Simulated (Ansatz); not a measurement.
A short molecular-dynamics run on C₃H₉Y, SMILES `[CH3][Y]([CH3])[CH3]`.

```yaml
crystal:
  periodic: [false, false, false]
  atoms:
    - {symbol: C, position_ang: [-0.670182, 2.040606, -0.603577]}
    - {symbol: Y, position_ang: [0.521036, 0.026986, -0.535388]}
    - {symbol: C, position_ang: [1.622139, -0.237807, 1.512743]}
    - {symbol: C, position_ang: [-0.869508, -1.798717, -0.994364]}
    - {symbol: H, position_ang: [-0.314574, 2.747560, -1.367953]}
    - {symbol: H, position_ang: [-0.614319, 2.572947, 0.355781]}
    - {symbol: H, position_ang: [-1.735435, 1.872803, -0.812439]}
    - {symbol: H, position_ang: [2.718248, -0.285824, 1.431858]}
    - {symbol: H, position_ang: [1.311140, -1.161087, 2.020139]}
    - {symbol: H, position_ang: [1.401371, 0.591518, 2.198451]}
    - {symbol: H, position_ang: [-0.601603, -2.350226, -1.907895]}
    - {symbol: H, position_ang: [-1.915095, -1.486370, -1.120454]}
    - {symbol: H, position_ang: [-0.853208, -2.532389, -0.176914]}
basis:
  gaussian: {orbitals: def2-SVP}
hamiltonian: {xc: {name: r2SCAN}, dispersion: rvv10}
md: {timestep: 0.5 fs, n_steps: 50, ensemble: nvt_langevin, temperature: 1500, initial_velocities: maxwell_boltzmann, friction: 0.01, seed: 79}
```

```sh
$ ansatz run in.yaml --threads 4 --pin off --events-out ev --progress --plain --max-ram 10444MiB
```

| step | time (fs) | potential energy (eV) | kinetic (eV) | T (K) | conserved (eV) |
| --- | --- | --- | --- | --- | --- |
| 0 | 0.0 | -4293.9216 | 2.3267 | 1385 | – |
| 1 | 0.5 | -4293.8655 | 2.3848 | 1419 | – |
| 2 | 1.0 | -4293.7258 | 2.3600 | 1404 | – |
| 3 | 1.5 | -4293.5408 | 2.2091 | 1315 | – |
| 4 | 2.0 | -4293.3625 | 1.9713 | 1173 | – |
| 5 | 2.5 | -4293.2531 | 1.7783 | 1058 | – |
| 6 | 3.0 | -4293.2255 | 1.8224 | 1085 | – |
| 7 | 3.5 | -4293.2440 | 1.8361 | 1093 | – |
| 8 | 4.0 | -4293.2669 | 1.7647 | 1050 | – |
| 9 | 4.5 | -4293.2729 | 1.7008 | 1012 | – |
| 10 | 5.0 | -4293.2643 | 1.7118 | 1019 | – |
| 11 | 5.5 | -4293.2398 | 1.7112 | 1018 | – |
| 12 | 6.0 | -4293.1921 | 1.5836 | 942 | – |
| 13 | 6.5 | -4293.1249 | 1.4565 | 867 | – |
| 14 | 7.0 | -4293.0434 | 1.4294 | 851 | – |
| 15 | 7.5 | -4292.9407 | 1.3426 | 799 | – |
| 16 | 8.0 | -4292.8376 | 1.1679 | 695 | – |
| 17 | 8.5 | -4292.7839 | 1.1476 | 683 | – |
| 18 | 9.0 | -4292.8118 | 1.1744 | 699 | – |
| 19 | 9.5 | -4292.9107 | 1.2451 | 741 | – |
| 20 | 10.0 | -4293.0403 | 1.2695 | 756 | – |
| 21 | 10.5 | -4293.1817 | 1.5051 | 896 | – |
| 22 | 11.0 | -4293.2893 | 1.6485 | 981 | – |
| 23 | 11.5 | -4293.3130 | 1.6316 | 971 | – |
| 24 | 12.0 | -4293.2538 | 1.6038 | 954 | – |
| 25 | 12.5 | -4293.1351 | 1.4315 | 852 | – |
| 26 | 13.0 | -4292.9952 | 1.2555 | 747 | – |
| 27 | 13.5 | -4292.8784 | 1.1122 | 662 | – |
| 28 | 14.0 | -4292.8025 | 1.0891 | 648 | – |
| 29 | 14.5 | -4292.7716 | 1.1048 | 657 | – |
| 30 | 15.0 | -4292.7842 | 1.1505 | 685 | – |
| 31 | 15.5 | -4292.8115 | 1.1876 | 707 | – |
| 32 | 16.0 | -4292.8375 | 1.2659 | 753 | – |
| 33 | 16.5 | -4292.8429 | 1.2454 | 741 | – |
| 34 | 17.0 | -4292.8118 | 1.1431 | 680 | – |
| 35 | 17.5 | -4292.7351 | 1.1184 | 666 | – |
| 36 | 18.0 | -4292.6183 | 1.0966 | 653 | – |
| 37 | 18.5 | -4292.4836 | 0.9378 | 558 | – |
| 38 | 19.0 | -4292.3626 | 0.8431 | 502 | – |
| 39 | 19.5 | -4292.2884 | 0.8516 | 507 | – |
| 40 | 20.0 | -4292.2892 | 0.8796 | 523 | – |
| 41 | 20.5 | -4292.3556 | 0.9369 | 558 | – |
| 42 | 21.0 | -4292.4650 | 0.9763 | 581 | – |
| 43 | 21.5 | -4292.5977 | 1.1436 | 681 | – |
| 44 | 22.0 | -4292.7133 | 1.2696 | 756 | – |
| 45 | 22.5 | -4292.7848 | 1.3666 | 813 | – |
| 46 | 23.0 | -4292.7947 | 1.3912 | 828 | – |
| 47 | 23.5 | -4292.7419 | 1.2917 | 769 | – |
| 48 | 24.0 | -4292.6579 | 1.2208 | 726 | – |
| 49 | 24.5 | -4292.5751 | 1.1127 | 662 | – |
| 50 | 25.0 | -4292.5381 | 1.1410 | 679 | – |

Velocities are drawn at the set temperature; a run this short doesn't reach equilibrium.

Frames (Å, forces in eV/Å):

```xyz
13
time=0.0 fs
C    -0.670    2.041   -0.604    0.179   -0.340    0.036
Y     0.521    0.027   -0.535    0.094    0.008   -0.098
C     1.622   -0.238    1.513   -0.209    0.044   -0.320
C    -0.870   -1.799   -0.994    0.212    0.304    0.102
H    -0.315    2.748   -1.368    0.101    0.198   -0.214
H    -0.614    2.573    0.356    0.004    0.165    0.269
H    -1.735    1.873   -0.812   -0.312   -0.032   -0.057
H     2.718   -0.286    1.432    0.310   -0.014   -0.024
H     1.311   -1.161    2.020   -0.080   -0.263    0.162
H     1.401    0.592    2.198   -0.056    0.231    0.211
H    -0.602   -2.350   -1.908    0.076   -0.154   -0.257
H    -1.915   -1.486   -1.120   -0.307    0.073   -0.037
H    -0.853   -2.532   -0.177   -0.010   -0.220    0.227
13
time=2.0 fs
C    -0.710    2.032   -0.608   -1.142   -0.482   -4.164
Y     0.534    0.028   -0.534   -0.225   -0.091   -0.188
C     1.622   -0.244    1.544    0.809    2.039   -2.220
C    -0.905   -1.787   -1.019    0.951   -0.575    1.744
H    -0.284    2.836   -1.361   -0.735   -1.280    1.068
H    -0.578    2.452    0.328    0.009    1.314    2.713
H    -1.863    1.911   -0.860    2.053    0.320    0.564
H     2.708   -0.402    1.502    0.311    0.200    0.050
H     1.238   -1.077    1.998   -1.358   -2.872    1.565
H     1.387    0.598    2.183    0.085    0.678    0.520
H    -0.614   -2.317   -1.911    0.260   -0.333   -1.159
H    -1.931   -1.434   -1.170   -0.410   -0.199    0.235
H    -0.804   -2.637   -0.233   -0.608    1.282   -0.728
13
time=4.0 fs
C    -0.751    2.031   -0.624   -0.834    0.336   -2.377
Y     0.545    0.029   -0.532   -0.583   -0.158   -0.252
C     1.623   -0.244    1.564    0.337    0.131   -0.973
C    -0.940   -1.780   -1.037    1.442   -1.283    0.838
H    -0.286    2.878   -1.309   -0.877   -1.393    0.998
H    -0.543    2.376    0.387   -0.445    0.437    0.818
H    -1.930    1.954   -0.886    2.558    0.314    0.825
H     2.714   -0.525    1.568   -0.545    0.591    0.181
H     1.130   -1.084    2.034   -0.509   -0.813    0.400
H     1.365    0.623    2.193    0.496    0.200    0.220
H    -0.617   -2.330   -1.948   -0.144    0.485   -0.482
H    -1.967   -1.377   -1.201    0.160   -0.670    0.383
H    -0.782   -2.711   -0.322   -1.057    1.823   -0.578
13
time=6.0 fs
C    -0.792    2.037   -0.648    0.428   -0.321    1.161
Y     0.554    0.031   -0.531   -0.964   -0.128   -0.272
C     1.624   -0.239    1.572   -0.994   -1.209    0.583
C    -0.969   -1.781   -1.048    1.370   -0.364   -1.137
H    -0.333    2.873   -1.215   -0.179   -0.057   -0.166
H    -0.521    2.331    0.460   -1.007   -0.300   -1.338
H    -1.919    1.995   -0.873    1.374    0.166    0.624
H     2.689   -0.625    1.648   -0.721    0.797    0.151
H     1.011   -1.108    2.075    0.722    1.176   -0.740
H     1.373    0.663    2.209    0.751   -0.614   -0.238
H    -0.622   -2.319   -2.010   -0.483    1.166    0.307
H    -2.007   -1.340   -1.228    0.832   -1.064    0.515
H    -0.789   -2.711   -0.443   -1.129    0.752    0.549
13
time=8.0 fs
C    -0.827    2.043   -0.670    3.663   -1.921    3.391
Y     0.563    0.034   -0.530   -1.258   -0.115   -0.287
C     1.622   -0.239    1.580   -1.481   -1.081    0.757
C    -0.993   -1.784   -1.060    1.163    2.306   -2.930
H    -0.376    2.875   -1.126    0.696    1.655   -1.267
H    -0.518    2.271    0.477   -1.134   -0.408   -1.735
H    -1.853    2.015   -0.824   -2.444    0.005   -0.073
H     2.634   -0.705    1.727   -0.312    0.803    0.055
H     0.940   -1.084    2.066    0.799    1.359   -0.790
H     1.403    0.685    2.215    0.718   -0.903   -0.332
H    -0.642   -2.259   -2.062   -0.430    1.212    0.450
H    -2.024   -1.346   -1.249    0.735   -0.951    0.534
H    -0.831   -2.681   -0.560   -0.714   -1.961    2.227
13
time=10.0 fs
C    -0.849    2.042   -0.685    5.351   -1.566    2.670
Y     0.569    0.037   -0.530   -1.443   -0.113   -0.324
C     1.622   -0.234    1.587   -1.471   -0.679   -0.182
C    -1.010   -1.779   -1.076    1.989    1.465   -1.935
H    -0.382    2.921   -1.083    0.212    0.985   -0.859
H    -0.544    2.192    0.445   -0.847   -0.202   -1.118
H    -1.857    2.031   -0.771   -3.810    0.037   -0.313
H     2.559   -0.765    1.799    0.534    0.475    0.042
H     0.898   -1.006    2.018    0.107    0.595   -0.336
H     1.448    0.672    2.207    0.490   -0.207    0.120
H    -0.683   -2.153   -2.109   -0.117    0.749    0.367
H    -2.018   -1.391   -1.257   -0.402   -0.245    0.405
H    -0.896   -2.715   -0.596   -0.594   -1.296    1.463
13
time=12.0 fs
C    -0.856    2.040   -0.692    1.379   -0.051   -0.631
Y     0.574    0.040   -0.531   -1.576   -0.128   -0.394
C     1.619   -0.231    1.591   -0.233   -0.587   -1.124
C    -1.019   -1.767   -1.097    1.798   -0.790    0.778
H    -0.387    3.012   -1.076   -0.723   -0.935    0.080
H    -0.604    2.108    0.364   -0.001    0.229    1.307
H    -1.966    2.068   -0.727    0.352   -0.005   -0.275
H     2.505   -0.819    1.881    0.391    0.393   -0.132
H     0.840   -0.907    1.959   -0.824   -0.375    0.201
H     1.506    0.651    2.202    0.246    0.754    0.667
H    -0.722   -2.034   -2.122    0.411   -0.021   -0.566
H    -2.044   -1.464   -1.266   -0.869    0.228    0.400
H    -0.957   -2.793   -0.578   -0.352    1.288   -0.312
13
time=14.0 fs
C    -0.860    2.040   -0.702   -1.181    0.594   -2.847
Y     0.576    0.044   -0.532   -1.678   -0.156   -0.402
C     1.614   -0.226    1.588    0.431   -0.201   -0.121
C    -1.022   -1.758   -1.110   -0.128   -1.201    2.133
H    -0.409    3.058   -1.068   -0.840   -1.513    0.460
H    -0.681    2.040    0.321    0.547    0.397    3.343
H    -2.063    2.103   -0.716    2.543   -0.232   -0.425
H     2.471   -0.868    1.962   -0.443    0.664   -0.534
H     0.748   -0.825    1.918   -0.581   -0.258    0.225
H     1.572    0.678    2.228    0.124   -0.024    0.010
H    -0.746   -1.921   -2.138    0.701   -0.509   -1.241
H    -2.106   -1.532   -1.266    0.315    0.283    0.531
H    -1.025   -2.835   -0.569    0.192    2.157   -1.132
13
time=16.0 fs
C    -0.870    2.041   -0.717   -1.388   -0.098   -0.066
Y     0.576    0.048   -0.534   -1.814   -0.139   -0.326
C     1.612   -0.219    1.580   -0.381    0.563    1.035
C    -1.024   -1.757   -1.111   -1.218   -0.289    0.312
H    -0.459    3.048   -1.041   -0.355   -0.750    0.330
H    -0.741    1.996    0.383    0.258    0.419    0.703
H    -2.080    2.120   -0.730    2.613   -0.378   -0.481
H     2.412   -0.898    2.002   -0.486    0.446   -0.580
H     0.640   -0.749    1.887    0.523    0.316    0.005
H     1.646    0.720    2.267   -0.124   -1.160   -0.918
H    -0.751   -1.814   -2.209    0.234   -0.597    0.485
H    -2.162   -1.579   -1.256    1.366    0.485    0.487
H    -1.104   -2.798   -0.600    0.772    1.182   -0.986
13
time=18.0 fs
C    -0.881    2.047   -0.727   -0.525   -2.569    2.611
Y     0.575    0.052   -0.536   -1.904   -0.131   -0.234
C     1.607   -0.212    1.581   -1.052    0.887    0.899
C    -1.028   -1.759   -1.111   -0.665    2.920   -2.088
H    -0.537    3.010   -1.007    0.728    1.537   -0.209
H    -0.758    1.953    0.472    0.006    0.573   -1.613
H    -2.016    2.099   -0.768    0.955   -0.423   -0.364
H     2.346   -0.927    2.006   -0.167   -0.005   -0.378
H     0.563   -0.665    1.873    1.097    0.451   -0.033
H     1.722    0.723    2.268   -0.339   -1.170   -0.983
H    -0.731   -1.730   -2.272   -0.275   -0.795    1.883
H    -2.167   -1.610   -1.222    1.140    0.983    0.126
H    -1.176   -2.703   -0.667    1.001   -2.258    0.382
13
time=20.0 fs
C    -0.897    2.052   -0.727    2.707   -3.444    3.276
Y     0.572    0.055   -0.539   -1.872   -0.103   -0.218
C     1.597   -0.200    1.588   -0.497    0.175   -0.060
C    -1.030   -1.758   -1.124    0.736    4.267   -2.206
H    -0.598    3.017   -0.984    1.142    2.254   -0.240
H    -0.762    1.908    0.510   -0.236    0.764   -2.230
H    -1.935    2.072   -0.827   -2.452   -0.531   -0.394
H     2.311   -0.965    1.985   -0.443    0.079   -0.410
H     0.536   -0.553    1.851    0.698    0.043    0.254
H     1.782    0.691    2.235   -0.244   -0.143   -0.260
H    -0.716   -1.683   -2.271   -0.448   -0.914    1.746
H    -2.130   -1.618   -1.181   -0.108    1.531   -0.240
H    -1.232   -2.673   -0.721    1.017   -3.977    0.982
13
time=22.0 fs
C    -0.903    2.050   -0.716    3.652   -0.814    1.590
Y     0.570    0.057   -0.543   -1.630   -0.107   -0.198
C     1.588   -0.186    1.599    0.012   -0.675   -1.374
C    -1.029   -1.747   -1.142    1.158    0.549    0.921
H    -0.628    3.102   -0.955    0.375   -0.316    0.403
H    -0.789    1.869    0.440   -0.297    0.775   -1.002
H    -1.923    2.025   -0.900   -2.669   -0.606   -0.521
H     2.272   -0.995    1.958   -0.538    0.069   -0.335
H     0.536   -0.438    1.847   -0.226   -0.446    0.554
H     1.820    0.658    2.212    0.216    1.208    0.665
H    -0.704   -1.682   -2.208   -0.193   -0.731   -0.026
H    -2.085   -1.577   -1.140   -1.380    1.666   -0.345
H    -1.252   -2.755   -0.740    1.519   -0.574   -0.331
13
time=24.0 fs
C    -0.899    2.048   -0.703    0.440    1.271   -3.106
Y     0.567    0.060   -0.548   -1.336   -0.107   -0.154
C     1.584   -0.171    1.605    0.060   -0.105   -1.430
C    -1.027   -1.738   -1.160   -0.161   -1.635    4.019
H    -0.654    3.192   -0.911   -0.186   -2.197    0.633
H    -0.833    1.842    0.323   -0.172    0.211    2.874
H    -1.989    1.940   -0.984    0.828   -0.209    0.128
H     2.225   -1.021    1.914   -0.342   -0.070   -0.139
H     0.539   -0.359    1.884   -0.582   -0.552    0.597
H     1.868    0.665    2.222    0.313    0.870    0.436
H    -0.694   -1.700   -2.150    0.377   -0.416   -2.571
H    -2.080   -1.482   -1.096   -0.581    1.063   -0.363
H    -1.222   -2.854   -0.769    1.342    1.875   -0.924
13
time=25.0 fs
C    -0.896    2.048   -0.699   -0.491    1.621   -4.874
Y     0.566    0.060   -0.549   -1.235   -0.068   -0.133
C     1.583   -0.165    1.604    0.094    0.531   -0.844
C    -1.024   -1.733   -1.165   -0.659   -1.836    3.939
H    -0.676    3.213   -0.886   -0.246   -2.468    0.600
H    -0.867    1.831    0.293   -0.218   -0.135    4.404
H    -2.013    1.894   -1.023    1.813    0.052    0.396
H     2.199   -1.039    1.898   -0.315    0.033   -0.091
H     0.532   -0.332    1.903   -0.386   -0.459    0.524
H     1.900    0.688    2.234    0.065    0.019   -0.140
H    -0.690   -1.713   -2.160    0.246   -0.276   -2.443
H    -2.086   -1.417   -1.074    0.276    0.528   -0.433
H    -1.193   -2.887   -0.796    1.055    2.458   -0.905
```

It took 2.1 min on 4 threads of an Intel Xeon 6975P-C on a shared host, with 0.46 GiB of host memory at the peak.
